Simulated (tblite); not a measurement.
C4H6O3S.
Bonds: C1–O2, O2–C3, C3–S4 (double), C3–C5, C5–C6, C6–O7 (double), C6–O8. Hydrogens: H9, H10, H11 on C1; H12, H13 on C5; H14 on O8.

Computed with GFN2-xTB (tblite), gas phase: Langevin dynamics at 600 K from the optimised GFN2-xTB geometry, time step 0.5 fs, friction 0.01 fs⁻¹, 2000 steps. The instantaneous temperature is 2·E(kin)/(3Nk) with all 3N coordinates.

| t (fs) | T (K) | E(pot) above start (eV) | C1–O2 (Å) | O2–C3 (Å) | C3=S4 (Å) | C3–C5 (Å) | C5–C6 (Å) | C1–H9 (Å) | C1–O2–C3–S4 (°) |
| --- | --- | --- | --- | --- | --- | --- | --- | --- | --- |
| 0 | 465 | 0.000 | 1.414 | 1.319 | 1.628 | 1.505 | 1.523 | 1.087 | 2 |
| 50 | 388 | 0.621 | 1.369 | 1.281 | 1.630 | 1.483 | 1.510 | 1.087 | 8 |
| 100 | 324 | 0.543 | 1.403 | 1.340 | 1.614 | 1.546 | 1.555 | 1.115 | 10 |
| 150 | 445 | 0.727 | 1.506 | 1.321 | 1.715 | 1.533 | 1.476 | 1.090 | -1 |
| 200 | 399 | 0.846 | 1.411 | 1.235 | 1.697 | 1.557 | 1.608 | 1.166 | -2 |
| 250 | 502 | 0.801 | 1.406 | 1.297 | 1.625 | 1.558 | 1.480 | 1.132 | 8 |
| 300 | 483 | 0.937 | 1.455 | 1.289 | 1.666 | 1.432 | 1.569 | 1.046 | -17 |
| 350 | 980 | 0.777 | 1.404 | 1.315 | 1.601 | 1.554 | 1.506 | 1.175 | 12 |
| 400 | 1044 | 0.762 | 1.400 | 1.293 | 1.598 | 1.540 | 1.512 | 1.064 | 30 |
| 450 | 547 | 1.241 | 1.442 | 1.394 | 1.639 | 1.441 | 1.619 | 1.080 | -4 |
| 500 | 542 | 1.301 | 1.353 | 1.358 | 1.610 | 1.515 | 1.431 | 1.177 | 2 |
| 550 | 531 | 1.244 | 1.445 | 1.353 | 1.598 | 1.574 | 1.458 | 1.049 | 28 |
| 600 | 708 | 0.903 | 1.379 | 1.403 | 1.632 | 1.509 | 1.611 | 1.114 | -13 |
| 650 | 580 | 1.204 | 1.438 | 1.420 | 1.661 | 1.500 | 1.537 | 1.081 | -17 |
| 700 | 505 | 0.886 | 1.366 | 1.322 | 1.641 | 1.627 | 1.448 | 1.065 | 4 |
| 750 | 674 | 0.627 | 1.478 | 1.302 | 1.619 | 1.551 | 1.556 | 1.145 | 8 |
| 800 | 514 | 0.917 | 1.401 | 1.305 | 1.673 | 1.545 | 1.481 | 1.045 | -32 |
| 850 | 540 | 0.972 | 1.391 | 1.325 | 1.670 | 1.497 | 1.491 | 1.190 | 5 |
| 900 | 699 | 0.992 | 1.474 | 1.339 | 1.672 | 1.498 | 1.562 | 1.023 | 10 |
| 950 | 649 | 0.910 | 1.416 | 1.382 | 1.618 | 1.528 | 1.489 | 1.156 | -14 |
| 1000 | 681 | 0.892 | 1.410 | 1.408 | 1.640 | 1.560 | 1.520 | 1.095 | 6 |

Q: From 500 fs on, how do temperature and potential energy compare with equipartition?

A: The mean temperature of these 11 frames is 602 K against the target 600 K, and the mean potential energy 0.99 eV against 36 × kT/2 = 0.93 eV for 36 classical harmonic modes. For 14 atoms in a canonical ensemble the temperature itself scatters by T·√(2/(3N)) = 131 K; here its standard deviation is 76 K. The whole run lasts only 10 friction times of 100 fs, so these averages carry a wide statistical error.

Q: What are the kinetic and total energies of the listed frame with the highest potential energy?

A: The one at 500 fs, 1.301 eV above the start. Its kinetic energy is 3NkT/2 = 0.982 eV at 542 K, so the sum is 2.28 eV; over the listed frames the sum runs from 0.84 to 2.65 eV, since the thermostat adds and removes energy.

Q: How much do the listed bonds fluctuate from 500 fs on?

A: 
```json
{"bond": "C1–O2", "at the start (Å)": "1.414", "mean (Å)": "1.414", "standard deviation (Å)": "0.040"}
{"bond": "O2–C3", "at the start (Å)": "1.319", "mean (Å)": "1.356", "standard deviation (Å)": "0.040"}
{"bond": "C3=S4", "at the start (Å)": "1.628", "mean (Å)": "1.639", "standard deviation (Å)": "0.026"}
{"bond": "C3–C5", "at the start (Å)": "1.505", "mean (Å)": "1.537", "standard deviation (Å)": "0.038"}
{"bond": "C5–C6", "at the start (Å)": "1.523", "mean (Å)": "1.508", "standard deviation (Å)": "0.052"}
{"bond": "C1–H9", "at the start (Å)": "1.087", "mean (Å)": "1.104", "standard deviation (Å)": "0.054"}
```

The motion is classical and holds no zero-point motion.

What follows is the cost of the whole dynamics run. Hardware: one thread of an Arm Neoverse V2, no GPU, on a shared host. Cost: 9.3 s, 0.18 GiB resident at most.
